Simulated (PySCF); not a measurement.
## How methods differ on the ionisation energy of Ni⁺

Ni⁺ [Ar] 3d9 [3d3/2^4 3d5/2^5, M_J = 5/2] → Ni²⁺ [Ar] 3d8 [3d3/2^4 3d5/2^4, M_J = 4], as a difference of total energies. Computed with PySCF 2.14 in x2c-QZVPPall-2c (11s9p6d4f2g, 114 functions), with the two-component X2C-1e Hamiltonian. Correlated levels: [Ne] frozen; the 8 highest virtual spinors dropped. "Screened" scales the spin-orbit matrix elements by Boettger's factors to mimic the two-electron term; Breit and QED terms are absent.

Order these methods by the ionisation energy they give, lowest first.
A. GHF (spin-free)
B. GMP2 (screened spin-orbit)
C. GHF (screened spin-orbit)
D. GMP2 (spin-free)

C (15.034 eV), A (15.086 eV), B (18.969 eV), D (19.022 eV).

Errors of the correlated levels include the incompleteness of this basis and the frozen core.

The labels give the starting determinants; with spin-orbit coupling the two ends relaxed to ⟨J²⟩ = 8.76, ⟨L²⟩ = 6.01, ⟨S²⟩ = 0.75 and ⟨J²⟩ = 20.01, ⟨L²⟩ = 12.01, ⟨S²⟩ = 2.00.

For comparison: 18.169 eV (measured; NIST Atomic Spectra Database, ionization energies).
